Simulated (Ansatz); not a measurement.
`[OH][Al]([Cl])[Cl]` + H₂ → `[Cl][AlH][Cl]` + H₂O at 500 K and 1 bar (hydrogenolysis of the Al–O bond).

Computed with Ansatz on PBE0-D4/def2-TZVP structures; ΔE is electronic, products minus reactants. CCSD(T)/CBS adds triple-zeta CCSD(T) − MP2 to the extrapolated MP2 energy (def2 sets, frozen cores). This one scheme is used for every species. One conformer a species, not always the lowest.

```
             species  CCSD(T)/CBS energy (Eh)  H − E (kJ/mol)  S (J/(mol·K))
`[OH][Al]([Cl])[Cl]`              -1237.55309            79.1          367.2
                  H₂                 -1.17544            41.0          145.5
     `[Cl][AlH][Cl]`              -1162.30651            52.9          322.5
                 H₂O                -76.37941            73.2          206.3
```

H − E and S are ideal-gas, rigid-rotor, harmonic terms from PBE0-D4/def2-TZVP, for one conformer and one mirror image of each species. The MP2-based limit puts H₂ 0.8 mEh under its directly extrapolated value; such offsets cancel only in part. 1 Eh = 2625.50 kJ/mol, R = 8.31446 J/(mol·K).

Q: By hand: ΔE, ΔH, ΔS and ΔG.

A: ΔE = (-1162.30651) + (-76.37941) − (-1237.55309) − (-1.17544) = 0.04261 Eh = 111.9 kJ/mol. Δ(H − E) = 52.9 + 73.2 − 79.1 − 41.0 = 6.0, so ΔH = 117.9 kJ/mol. ΔS = 322.5 + 206.3 − 367.2 − 145.5 = 16.1 J/(mol·K). ΔG = 117.9 − 500 × (16.1)/1000 = 109.9 kJ/mol.

Q: By hand: the equilibrium constant, and the temperature at which ΔG would vanish if ΔH and ΔS stayed fixed.

A: log₁₀ K = −ΔG/(RT ln 10) = -11.5. ΔG = 0 at ΔH/ΔS = 7323 K, far beyond where these terms or the molecules hold.

ΔH outweighs TΔS. A doubt of 5 kJ/mol in ΔE shifts log₁₀ K by 0.5 here. Other conformers and mirror images would add mixing entropy, several J/(mol·K) or more a flexible species. These are equilibria of isolated gas molecules and say nothing of rates. Largest T1 diagnostic: 0.010 (customary marks: 0.02 for closed shells, 0.045 for open ones).
